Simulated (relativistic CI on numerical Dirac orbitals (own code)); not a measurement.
**Calculated levels, Cd⁹⁺**

These numbers are calculated, not measured: Dirac-Coulomb-Breit CI, separate exchange-only KLI orbitals for each configuration, a model potential for QED, unscaled Slater integrals (own radial code, finite nucleus).

CI space (outside the closed core [Ar] 3d10): 4s2 4p6 4d3, 4s2 4p5 4d4, 4s2 4p6 4d2 4f, 4s2 4p6 4d2 5s, 4s2 4p6 4d2 5p, 4s 4p6 4d4, 4s2 4p6 4d 5s 5p, 4s2 4p6 4d 4f 5s, 4s2 4p6 4d2 5d, 4s2 4p6 4d2 6s, 4s2 4p6 4d 4f2, 4s2 4p6 4f3, 4s2 4p6 4f2 5s, 4s2 4p6 4f2 5p, 4s2 4p6 4f2 5d, 4s2 4p6 4d 5s2, 4s2 4p6 4f 5s2, 4s2 4p6 5s2 5p, 4s2 4p6 5s2 5d, 4s2 4p6 4d 5p2, 4s2 4p6 4f 5p2, 4s2 4p6 5s 5p2, 4s2 4p6 5p3, 4s2 4p6 5p2 5d, 4s2 4p6 4d 4f 5p, 4s2 4p6 4f 5s 5p, 4s2 4p6 4f 5p 5d, 4p6 4d5, 4p5 4d6. Double excitations out of closed p, d and f shells are left out; levels of such configurations are missing from the list, as are those of other unlisted configurations, and high levels can miss mixing partners. These lack a partner that the ground configuration has and come out too high: 4s2 4p6 4d2 6s.

The lowest level is 4s2 4p6 4d3 4F_3/2, with 94 % of that term; Hund's rules for 4s2 4p6 4d3 give 4F with J = 3/2, in agreement.

| No. | Configuration | Term | J | E (eV) | % | Next component (%) | Landé g | jj configuration (%) |
| --- | --- | --- | --- | --- | --- | --- | --- | --- |
| 1 | 4s2 4p6 4d3 | 4F | 3/2 | 0.0000 | 94 | 5 2D | 0.421 | 4d3/2^3 (54) |
| 2 | 4s2 4p6 4d3 | 4F | 5/2 | 0.4643 | 98 | 2 2D | 1.031 | 4d3/2^2 4d5/2 (85) |
| 3 | 4s2 4p6 4d3 | 4F | 7/2 | 0.9717 | 97 | 2 2G | 1.230 | 4d3/2 4d5/2^2 (66) |
| 4 | 4s2 4p6 4d3 | 4F | 9/2 | 1.4675 | 91 | 8 2G | 1.314 | 4d3/2 4d5/2^2 (51) |
| 5 | 4s2 4p6 4d3 | 4P | 3/2 | 2.4649 | 68 | 23 2P | 1.558 | 4d3/2^2 4d5/2 (66) |
| 6 | 4s2 4p6 4d3 | 4P | 1/2 | 2.5783 | 87 | 12 2P | 2.423 | 4d3/2^2 4d5/2 (85) |
| 7 | 4s2 4p6 4d3 | 4P | 5/2 | 3.2409 | 96 | 3 2D | 1.585 | 4d3/2 4d5/2^2 (65) |
| 8 | 4s2 4p6 4d3 | 2G | 7/2 | 3.3268 | 96 | 2 4F | 0.899 | 4d3/2 4d5/2^2 (53) |
| 9 | 4s2 4p6 4d3 | 2G | 9/2 | 3.5554 | 55 | 38 2H | 1.049 | 4d3/2^2 4d5/2 (70) |
| 10 | 4s2 4p6 4d3 | 2D | 3/2 | 3.8452 | 54 | 25 4P | 1.113 | 4d3/2 4d5/2^2 (83) |
| 11 | 4s2 4p6 4d3 | 2P | 1/2 | 4.1599 | 87 | 12 4P | 0.912 | 4d3/2 4d5/2^2 (85) |
| 12 | 4s2 4p6 4d3 | 2D | 5/2 | 4.7461 | 94 | 3 4P | 1.207 | 4d3/2 4d5/2^2 (59) |
| 13 | 4s2 4p6 4d3 | 2H | 11/2 | 4.8405 | 100 |  | 1.090 | 4d3/2 4d5/2^2 (100) |
| 14 | 4s2 4p6 4d3 | 2H | 9/2 | 4.9032 | 62 | 36 2G | 0.989 | 4d5/2^3 (51) |
| 15 | 4s2 4p6 4d3 | 2P | 3/2 | 5.2714 | 60 | 33 2D | 1.171 | 4d5/2^3 (85) |
| 16 | 4s2 4p6 4d3 | 2F | 7/2 | 6.5645 | 98 | 1 2G | 1.139 | 4d3/2 4d5/2^2 (80) |
| 17 | 4s2 4p6 4d3 | 2F | 5/2 | 6.6395 | 95 | 4 2D | 0.873 | 4d3/2 4d5/2^2 (48) |
| 18 | 4s2 4p6 4d3 | 2D | 5/2 | 9.8224 | 94 | 4 2F | 1.189 | 4d5/2^3 (47) |
| 19 | 4s2 4p6 4d3 | 2D | 3/2 | 9.9026 | 99 | 1 4s2 4p6 4d 4f2 2D | 0.800 | 4d3/2 4d5/2^2 (86) |
| 20 | 4s2 4p6 4d2 5s | 4F | 3/2 | 49.7271 | 96 | 4 2D | 0.414 | 4d3/2^2 5s (83) |
| 21 | 4s2 4p6 4d2 5s | 4F | 5/2 | 50.0252 | 87 | 9 2F | 1.020 | 4d3/2^2 5s (64) |
| 22 | 4s2 4p6 4d2 5s | 4F | 7/2 | 50.6342 | 95 | 4 2F | 1.233 | 4d3/2 4d5/2 5s (93) |
| 23 | 4s2 4p6 4d2 5s | 4F | 9/2 | 51.3067 | 98 | 2 2G | 1.329 | 4d5/2^2 5s (68) |
| 24 | 4s2 4p6 4d2 5s | 2F | 5/2 | 51.3861 | 84 | 11 4F | 0.892 | 4d3/2 4d5/2 5s (75) |
| 25 | 4s2 4p6 4d2 5s | 2F | 7/2 | 52.3904 | 92 | 4 2G | 1.136 | 4d5/2^2 5s (55) |
| 26 | 4s2 4p6 4d2 5s | 4P | 1/2 | 52.4814 | 95 | 2 2S | 2.619 | 4d3/2^2 5s (59) |
| 27 | 4s2 4p6 4d2 5s | 4P | 5/2 | 52.6639 | 55 | 39 2D | 1.405 | 4d3/2 4d5/2 5s (90) |
| 28 | 4s2 4p6 4d2 5s | 4P | 3/2 | 52.7249 | 80 | 18 2D | 1.546 | 4d3/2 4d5/2 5s (94) |
| 29 | 4s2 4p6 4d2 5s | 2D | 3/2 | 53.1402 | 60 | 19 2P | 1.058 | 4d3/2 4d5/2 5s (70) |
| 30 | 4s2 4p6 4d2 5s | 2P | 1/2 | 53.8453 | 96 | 2 4P | 0.722 | 4d3/2 4d5/2 5s (78) |
| 31 | 4s2 4p6 4d2 5s | 2D | 5/2 | 53.8825 | 53 | 44 4P | 1.368 | 4d5/2^2 5s (98) |
| 32 | 4s2 4p6 4d2 5s | 2G | 9/2 | 54.4700 | 98 | 2 4F | 1.115 | 4d3/2 4d5/2 5s (67) |
| 33 | 4s2 4p6 4d2 5s | 2G | 7/2 | 54.5129 | 95 | 3 2F | 0.899 | 4d3/2 4d5/2 5s (62) |
| 34 | 4s2 4p6 4d2 5s | 2P | 3/2 | 54.6069 | 80 | 17 2D | 1.246 | 4d5/2^2 5s (79) |
| 35 | 4s2 4p5 4d4 | 6D° | 7/2 | 55.3120 | 83 | 9 6F° | 1.570 | 4p3/2^3 4d3/2^2 4d5/2^2 (55) |
| 36 | 4s2 4p5 4d4 | 6D° | 9/2 | 55.4343 | 87 | 10 6F° | 1.537 | 4p3/2^3 4d3/2^2 4d5/2^2 (41) |
| 37 | 4s2 4p5 4d4 | 6D° | 5/2 | 55.4439 | 81 | 8 6P° | 1.642 | 4p3/2^3 4d3/2^3 4d5/2 (43) |
| 38 | 4s2 4p5 4d4 | 6D° | 3/2 | 55.7722 | 80 | 7 6P° | 1.850 | 4p3/2^3 4d3/2^2 4d5/2^2 (38) |
| 39 | 4s2 4p5 4d4 | 6D° | 1/2 | 56.2246 | 86 | 11 4P° | 3.163 | 4p3/2^3 4d3/2^3 4d5/2 (39) |
| 40 | 4s2 4p5 4d4 | 6F° | 11/2 | 58.1950 | 94 | 5 4G° | 1.444 | 4p3/2^3 4d3/2^2 4d5/2^2 (40) |
| 41 | 4s2 4p6 4d2 5s | 2S | 1/2 | 58.9429 | 96 | 2 4P | 1.996 | 4d5/2^2 5s (75) |
| 42 | 4s2 4p5 4d4 | 6F° | 9/2 | 59.1117 | 61 | 19 4F° | 1.387 | 4p3/2^3 4d3/2^2 4d5/2^2 (39) |
| 43 | 4s2 4p5 4d4 | 4S° | 3/2 | 59.1658 | 29 | 25 6P° | 1.843 | 4p3/2^3 4d3/2^2 4d5/2^2 (41) |
| 44 | 4s2 4p5 4d4 | 4G° | 5/2 | 59.2370 | 59 | 32 4s2 4p6 4d2 4f 4G° | 0.620 | 4p3/2^3 4d3/2^2 4d5/2^2 (28) |
| 45 | 4s2 4p5 4d4 | 4G° | 7/2 | 59.3887 | 36 | 18 6F° | 1.143 | 4p3/2^3 4d3/2^2 4d5/2^2 (31) |

Energies count from the lowest computed level; ° marks odd parity. Filled j subshells are mostly left out of the jj labels.

The mean weight of the leading LS term, summed over parents, in these 45 levels is 82 %, and that of the leading jj configuration (from the same eigenvectors) 65 %, so LS coupling describes them better.

At this charge energies of transitions that change n are usually good to better than 1 %, and those within a shell (Δn = 0) to a few per cent. Terms inside the open d or f shell come out 10 to 20 % too wide with unscaled integrals.

Landé's interval rule says that E(J) − E(J−1) = AJ with one A. For the ground term the intervals give A = 1498.0, 1169.1, 888.6 cm⁻¹ for J = 5/2, 7/2, 9/2; the multiplet is regular.

LS names give the leading component of a level, which can be under half, so a name can repeat, a term be missing and a line seem to break the LS rules.
